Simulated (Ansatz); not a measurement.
C2H3B, SMILES `B=C=C` (charge 0, multiplicity 1).

Cartesian coordinates (Å):
SMILES: B=C=C
```xyz
6

B      1.5528    -0.0679    -0.4952
C      0.2051    -0.0088    -0.3721
C     -1.1045     0.0482    -0.2529
H      2.7138    -0.1184    -0.6006
H     -1.6731     0.9438    -0.5003
H     -1.6942    -0.7969     0.1001
```
Charge 0, multiplicity 1.

Frozen-core energies in cc-pVTZ from Ansatz (a quantum-chemistry and plane-wave program) at a geometry from B3LYP-D3(BJ)/def2-TZVP; the HF reference has <S^2> = 0.00 (restricted, and unstable towards unrestricted orbitals) and the T1 diagnostic is 0.015.

```json
[
 {"level": "HF", "energy (Ha)": "-102.09050"},
 {"level": "MP2", "energy (Ha)": "-102.49264"},
 {"level": "CCSD", "energy (Ha)": "-102.51815"},
 {"level": "CCSD(T)", "energy (Ha)": "-102.54040"}
]
```

Problem. Estimate the energies of CCSDT and CCSDT(Q), and give each level's difference from CCSDT(Q).

Solution. 
| level | energy (Ha) | difference from CCSDT(Q) (mHa) |
|---|---|---|
| MP2 | -102.49264 | 49.91 |
| CCSD | -102.51815 | 24.39 |
| CCSD(T) | -102.54040 | 2.14 |
| CCSDT | -102.54095 | 1.59 |
| CCSDT(Q) | -102.54254 | 0.00 |
